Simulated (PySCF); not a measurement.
[CeOCl]+ relaxed at several levels

Computed with PySCF 2.14.0, PBE0, def2-SVP on the ligands, density fitting, scalar-relativistic core potentials, no spin-orbit coupling, vacuum. Each row is relaxed at its own level from the same template. Distances are means of the shortest metal–ligand contacts, charges and spins Mulliken's. lcecp potentials hold a fixed number of 4f electrons in the core, out of states, spins and gaps.

```json
{"level": "PBE0", "basis on the metal": "lcecp-2-SVP with ECP46", "point group": "Cs", "M–O (Å)": "1.789", "M–Cl (Å)": "2.438", "charge on M (e)": "1.46", "HOMO–LUMO gap (eV)": "–", "strongest infrared band, degenerate modes summed (cm⁻¹)": "980", "unstable modes (below −25 cm⁻¹)": "0"}
```

Q: What does the calculation give for PBE0, def2-SVP with ECP28?

A: point group: Cs, M–O (Å): 1.709, M–Cl (Å): 2.448, charge on M (e): 1.25, HOMO–LUMO gap (eV): 5.16, strongest infrared band, degenerate modes summed (cm⁻¹): 978, unstable modes (below −25 cm⁻¹): 0.
```xyz
3

Ce    0.2765    0.0000   -0.0154
O     1.9487    0.0000    0.3365
Cl   -2.0659    0.0000    0.6972
```

One start shape was tried for each, so a minimum needn't be the lowest isomer.
